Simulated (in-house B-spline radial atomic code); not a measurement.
Successive ionisation energies of krypton; each step leads to the configuration of the next row (after the last: bare). Dirac energy differences include first-order Breit, QED and recoil terms. NIST's values go from ground level to ground level; the uncertainty of those that are theory runs from under 0.1 % in few-electron ions to several per cent in heavy many-electron ones. Computed with a B-spline radial code for spherical atoms: Dirac-Hartree-Fock, jj configuration that fills j = l - 1/2 first, finite nuclei.

A number in brackets counts the electrons of a j subshell.

| ion | configuration | ionisation energy (eV) | tabulated value (eV) | tabulated kind | computed minus tabulated (eV) | highest orbital | largest mean radius (bohr) |
| --- | --- | --- | --- | --- | --- | --- | --- |
| Kr18+ | [Ne] 3s2 3p6 | 784.4 | 785.316 | semi-empirical | -1 | 3p3/2 | 0.47187 |
| Kr19+ | [Ne] 3s2 3p1/2(2) 3p3/2(3) | 833.4 | 831.6 | semi-empirical | 2 | 3p3/2 | 0.46762 |
| Kr20+ | [Ne] 3s2 3p1/2(2) 3p3/2(2) | 883.3 | 882.8 | semi-empirical | 1 | 3p3/2 | 0.46345 |
| Kr21+ | [Ne] 3s2 3p1/2(2) 3p3/2(1) | 934.2 | 945 | semi-empirical | -11 | 3p3/2 | 0.45935 |
| Kr22+ | [Ne] 3s2 3p1/2(2) | ? | ? | semi-empirical | ? | ? | ? |
| Kr23+ | [Ne] 3s2 3p1/2(1) | 1049.5 | 1042 | semi-empirical | 8 | 3p1/2 | 0.45134 |
| Kr24+ | [Ne] 3s2 | ? | ? | semi-empirical | ? | ? | ? |
| Kr25+ | [Ne] 3s1 | 1204.5 | 1205.23 | semi-empirical | -1 | 3s1/2 | 0.4431 |
| Kr26+ | [He] 2s2 2p6 | 2924.8 | 2928.9 | semi-empirical | -4 | 2p3/2 | 0.17913 |
| Kr27+ | [He] 2s2 2p1/2(2) 2p3/2(3) | 3073.2 | 3072 | semi-empirical | 1 | 2p3/2 | 0.17753 |
| Kr28+ | [He] 2s2 2p1/2(2) 2p3/2(2) | 3224.5 | 3228 | semi-empirical | -3 | 2p3/2 | 0.17596 |
| Kr29+ | [He] 2s2 2p1/2(2) 2p3/2(1) | 3378.8 | 3380 | semi-empirical | -1 | 2p3/2 | 0.17442 |
| Kr30+ | [He] 2s2 2p1/2(2) | ? | ? | semi-empirical | ? | ? | ? |
| Kr31+ | [He] 2s2 2p1/2(1) | 3755.9 | 3752 | semi-empirical | 4 | 2p1/2 | 0.17135 |
| Kr32+ | [He] 2s2 | 3963.4 | 3971 | semi-empirical | -8 | 2s1/2 | 0.16983 |
| Kr33+ | [He] 2s1 | 4108.9 | 4109.083 | tabulated theory | 0 | 2s1/2 | 0.16844 |
| Kr34+ | 1s2 | 17294.5 | 17296.42 | tabulated theory | -2 | 1s1/2 | 0.041134 |
| Kr35+ | 1s1 | 17936.2 | 17936.24 | tabulated theory | 0 | 1s1/2 | 0.040692 |

Question: Fill in the row of Kr22+.

Answer: ionisation energy (eV): 994.4; tabulated value (eV): 999; computed minus tabulated (eV): -5; highest orbital: 3p1/2; largest mean radius (bohr): 0.45533.

Question: Fill in the row of Kr24+.

Answer: ionisation energy (eV): 1149.8; tabulated value (eV): 1155; computed minus tabulated (eV): -5; highest orbital: 3s1/2; largest mean radius (bohr): 0.44742.

Question: Fill in the row of Kr30+.

Answer: ionisation energy (eV): 3586.6; tabulated value (eV): 3584; computed minus tabulated (eV): 3; highest orbital: 2p1/2; largest mean radius (bohr): 0.17289.

Question: Where is the largest jump?

Answer: From Kr33+ to Kr34+, by a factor of 4.21 (4108.9 to 17295 eV); the highest orbital goes from 2s1/2 to 1s1/2.

Question: How far is this level of theory from the measured and semi-empirical values?

Answer: Over those 15 rows the differences run from -10.8 to +7.53 eV (mean absolute value 3.7 eV). The calculation leaves out correlation and, in open shells, the multiplet splittings that an average leaves out.
